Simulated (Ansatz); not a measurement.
Basis-set extrapolation for C₂H₆ClNOSi (`N[SiH](C=O)CCl`) (PBE0-D4/def2-TZVP geometry, frozen core, the Gaussian-basis code of Ansatz). Multiplicity 1, RHF reference.

```json
{"": "HF", "def2-TZVPP": "-957.102771", "def2-QZVPP": "-957.134410"}
{"": "MP2 correlation", "def2-TZVPP": "-1.077876", "def2-QZVPP": "-1.162325"}
{"": "CCSD(T) correlation", "def2-TZVPP": "-1.175749", "def2-QZVPP": "not run"}
```

Energies in hartree. Use E(X) = E(∞) + A·exp(−7.88·√X) for Hartree–Fock and E(X) = E(∞) + B·X^(−2.97) for correlation, with X = 3 and 4, and add CCSD(T) minus MP2 of the smaller set to the MP2 limit.

What is the CCSD(T) energy at the basis-set limit?

HF limit: -957.134410 + (-0.031639) × 0.13774 = -957.13877. MP2 limit: -1.162325 + (-0.084449) × 0.74074 = -1.22488. Higher-order term: -1.175749 − (-1.077876) = -0.09787. Total: -958.46152 hartree, 114.8 kcal/mol below CCSD(T)/def2-TZVPP.
